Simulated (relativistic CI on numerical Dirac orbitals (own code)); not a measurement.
# Fe²⁺ in a cubic cluster: 2p photoemission with charge transfer

Computed with a charge-transfer multiplet model of a cubic metal-ligand cluster with up to 3 ligand holes, Slater and spin-orbit integrals from Dirac-Coulomb-Breit ions, Slater integrals scaled by 0.9. The ground state mixes d6 with configurations of k ligand holes L, whose averages lie at kΔ + k(k − 1)U_dd/2; a core hole lowers each added d electron by U_cd. 20 K, Lorentzian 0.6 eV and Gaussian 0.8 eV FWHM.

Atomic integrals in eV (Slater integrals scaled, ζ unscaled), ground: F2dd 9.813, F4dd 6.093, zeta_d 0.049; with the core hole: F2dd 11.484, F4dd 7.183, zeta_d 0.075, zeta_core 8.130, F2cd 6.732, G1cd 5.078, G3cd 2.886.

Cluster parameters (eV): U_dd = 7, U_cd = 8.1, 10Dq = 0.4, 10Dq(ligand) = 0.3, V(eg) = 1.5, V(t2g) = -0.8, final-state hopping factor = 1.

| Case | n_d | d6 | d7L | d8L2 | d9L3 | S |
| --- | --- | --- | --- | --- | --- | --- |
| Δ = 5.6 eV | 6.09 | 0.91 | 0.09 | 0.00 | 0.00 | 2.00 |
| Δ = 6.6 eV | 6.07 | 0.93 | 0.07 | 0.00 | 0.00 | 2.00 |
| Δ = 9.6 eV | 6.04 | 0.96 | 0.04 | 0.00 | 0.00 | 2.00 |

Weights, n_d and S are thermal averages at 20 K. Binding energies count from the first peak over 30 % of the highest in each spectrum, which can be another peak from case to case. The parameters are a model scan and need not match a compound or its usual spin state. Peaks in eV (height, largest 100):
- Δ = 5.6 eV: 0.0 (100), 2.2 (84), 5.8 (73), 10.0 (19), 14.7 (61), 19.1 (42)
- Δ = 6.6 eV: 0.0 (100), 2.2 (75), 5.8 (56), 9.9 (15), 14.7 (59), 19.0 (32)
- Δ = 9.6 eV: 0.0 (100), 1.6 (81), 3.1 (45), 6.1 (26), 9.8 (8), 15.1 (62), 19.9 (10)

Curve for Δ = 9.6 eV (points under 2 left out, the grid thinned):

(E (eV), Intensity): (-3.4, 2.1), (-2.8, 2.9), (-2.2, 4.5), (-1.6, 8.3), (-0.9, 28.1), (-0.3, 85.7), (0.3, 86.0), (0.9, 64.9), (1.5, 81.0), (2.1, 65.1), (2.7, 45.8), (3.4, 42.9), (4.0, 30.3), (4.6, 24.3), (5.2, 23.6), (5.8, 25.9), (6.4, 26.1), (7.0, 22.4), (7.6, 17.2), (8.3, 10.1), (8.9, 7.6), (9.5, 7.7), (10.1, 7.6), (10.7, 6.1), (11.3, 5.4), (11.9, 6.0), (12.6, 7.1), (13.2, 11.2), (13.8, 29.4), (14.4, 52.6), (15.0, 61.2), (15.6, 49.3), (16.2, 28.1), (16.8, 24.5), (17.5, 16.0), (18.1, 12.6), (18.7, 10.3), (19.3, 9.4), (19.9, 9.5), (20.5, 8.1), (21.1, 5.1), (21.8, 3.4), (22.4, 3.3), (23.0, 3.1), (23.6, 2.1)

For the case Δ = 6.6 eV, Δ = 6.6 eV is smaller than U_dd = 7 eV, the charge-transfer side of the Zaanen-Sawatzky-Allen scheme. With the core hole the configuration with one ligand hole lies at Δ − U_cd = -2.5, -1.5, 1.5 eV from the one without, in the order of the table; where this is negative the screened configuration lies lower, though the effective hopping of about 2.4 eV (from the holes of the mixed ground state) mixes the two strongly wherever it is as large as the gap.
